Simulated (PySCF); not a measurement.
## Continuum solvent and chemical shifts

Molfile (atoms numbered from 1):
```
C5H12AlNO
     RDKit          3D

 20 20  0  0  0  0  0  0  0  0999 V2000
    1.7489   -2.3190   -0.1738 C   0  0  0  0  0  0  0  0  0  0  0  0
    0.8919   -1.4699    0.1945 N   0  0  0  0  0  0  0  0  0  0  0  0
    0.5317   -0.4134   -0.6792 C   0  0  2  0  0  0  0  0  0  0  0  0
    1.1685    0.9283   -0.3031 C   0  0  0  0  0  0  0  0  0  0  0  0
    0.0634    1.9650   -0.5701 C   0  0  0  0  0  0  0  0  0  0  0  0
   -1.1309    1.1275   -1.0275 C   0  0  0  0  0  0  0  0  0  0  0  0
   -0.8755   -0.1850   -0.5130 O   0  0  0  0  0  0  0  0  0  0  0  0
   -1.8128   -0.7874    1.1858 Al  0  0  0  0  0  4  0  0  0  0  0  0
    2.2301   -2.3097   -1.1712 H   0  0  0  0  0  0  0  0  0  0  0  0
    2.0404   -3.1189    0.5193 H   0  0  0  0  0  0  0  0  0  0  0  0
    0.6949   -0.6548   -1.7502 H   0  0  0  0  0  0  0  0  0  0  0  0
    2.0863    1.1001   -0.8817 H   0  0  0  0  0  0  0  0  0  0  0  0
    1.4304    0.8926    0.7633 H   0  0  0  0  0  0  0  0  0  0  0  0
   -0.1798    2.5123    0.3505 H   0  0  0  0  0  0  0  0  0  0  0  0
    0.3473    2.7023   -1.3337 H   0  0  0  0  0  0  0  0  0  0  0  0
   -1.1932    1.0557   -2.1258 H   0  0  0  0  0  0  0  0  0  0  0  0
   -2.1043    1.4422   -0.6320 H   0  0  0  0  0  0  0  0  0  0  0  0
   -1.8377   -2.3851    1.1298 H   0  0  0  0  0  0  0  0  0  0  0  0
   -3.1871   -0.0415    0.7860 H   0  0  0  0  0  0  0  0  0  0  0  0
   -0.9608   -0.0273    2.3181 H   0  0  0  0  0  0  0  0  0  0  0  0
  1  2  2  0
  2  3  1  0
  3  4  1  0
  4  5  1  0
  5  6  1  0
  6  7  1  0
  7  8  1  0
  7  3  1  0
  1  9  1  0
  1 10  1  0
  3 11  1  6
  4 12  1  0
  4 13  1  0
  5 14  1  0
  5 15  1  0
  6 16  1  0
  6 17  1  0
  8 18  1  0
  8 19  1  0
  8 20  1  0
M  CHG  2   7   1   8  -1
M  END
```

GIAO PBE0/pcSseg-1 in PySCF 2.14.0 with density-fitted response routines on one PBE0-D3(BJ)/def2-SVP conformer, non-relativistic, equivalent nuclei averaged. Solvents enter as an IEF-PCM continuum (benzene with ε = 2.3, water with ε = 78.4) around the gas-phase geometry. Shifts are referred to TMS, AlH4- computed in the same medium.

Gas phase, δ in ppm: C1 160.2, C3 103.2, C6 72.1, C4 34.1, C5 24.3, Al8 76.2, H9 7.61, H10 7.51, H17 5.07, H11 4.39, H18/H19/H20 4.20, H16 3.69, H14 2.37, H13 2.22. Dipole moment 7.27 D.

(1) How does each δ change in the continuum?

(2) Which of the listed nuclei move most (in ppm), and what does the model miss? (N and O are left out, as their reference compounds move with the solvent too.)

Answers

(1) 
| atoms | environment | Δδ, benzene | Δδ, water |
| --- | --- | --- | --- |
| C1 | C=N carbon | +3.5 | +8.4 |
| C3 | sp3 CH bonded to N and O | +0.4 | +0.7 |
| C6 | sp3 CH2 bonded to O | +0.6 | +1.4 |
| C4 | sp3 CH2 in a ring | +0.3 | +0.9 |
| C5 | sp3 CH2 in a ring | +0.4 | +1.0 |
| Al8 | aluminium bonded to O, 3 H | -11.9 | -22.4 |
| H9 | hydrogen on a C=N carbon | +0.11 | +0.30 |
| H10 | hydrogen on a C=N carbon | +0.08 | +0.16 |
| H17 | hydrogen on an sp3 CH2 bonded to O | -0.10 | -0.25 |
| H11 | hydrogen on an sp3 CH bonded to N and O | +0.19 | +0.51 |
| H18/H19/H20 | hydrogen on an aluminium bonded to O | -0.21 | -0.45 |
| H16 | hydrogen on an sp3 CH2 bonded to O | +0.14 | +0.36 |
| H14 | hydrogen on an sp3 CH2 in a ring | -0.01 | -0.09 |
| H13 | hydrogen on an sp3 CH2 in a ring | -0.07 | -0.28 |

Changes are relative to the gas phase. The dipole moment becomes 8.08 D in benzene, 9.17 D in water.

(2) Al8 (aluminium bonded to O, 3 H, -22.4 ppm) in water. A continuum only polarises the solute; specific hydrogen bonds, the anisotropy of aromatic solvents and changes of geometry or conformer are outside it.
